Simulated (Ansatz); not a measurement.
F₆Te, charge -1, doublet, geometry from GFN2-xTB (a state made from the parent by changing its charge; the spin is typed, not shown lowest) (all electrons, no relativity) (a gas-phase anion, which may not be bound at this level). Base run: R2SCAN/STO-3G in Ansatz (a program for electronic structure).

The Ansatz input:
Ansatz 0.2 input:
```yaml
crystal:
  periodic: [false, false, false]
  atoms:
    - {symbol: F, position_ang: [-0.14092921, -1.20082766, -1.83093846]}
    - {symbol: Te, position_ang: [-0.11410766, -0.13251485, 0.02420384]}
    - {symbol: F, position_ang: [1.76816872, -0.15906881, -0.42285543]}
    - {symbol: F, position_ang: [0.68441314, -1.27600355, 1.64850761]}
    - {symbol: F, position_ang: [-0.12936507, 1.32391314, -1.24941943]}
    - {symbol: F, position_ang: [0.45816757, 1.27039803, 1.22747772]}
    - {symbol: F, position_ang: [-1.98116644, 0.80723018, 0.48738356]}
basis:
  gaussian:
    orbitals: STO-3G
hamiltonian:
  xc: r2scan
total_charge: -1
magnetization: {spin_polarized: true, initial_magnetization: 1}
```

Variants of this job, named by their change:

| change | ΔE vs base (kcal/mol) |
|---|---|
| base | 0.000 |
| final_grid = 10, 20, 41 | 0.155 |
| point_charge = charge:-1.0 position_ang:-1.5847, -2.5821, -4.203 | 63.9 |
| lower_state_search = light | 0.000 |
| final_grid = 6, 12, 29 | 1.59 |
| lower_state_search = full | 0.000 |
| point_charge = charge:1.0 position_ang:-0.2906, -5.1342, -0.0507 | -61.65 |
| point_charge = charge:0.5 position_ang:2.9715, -0.0675, -4.3795 | -32.03 |
| forces = on | 0.000 |

A gas-phase anion may not be bound at this level; its values then depend on the basis.
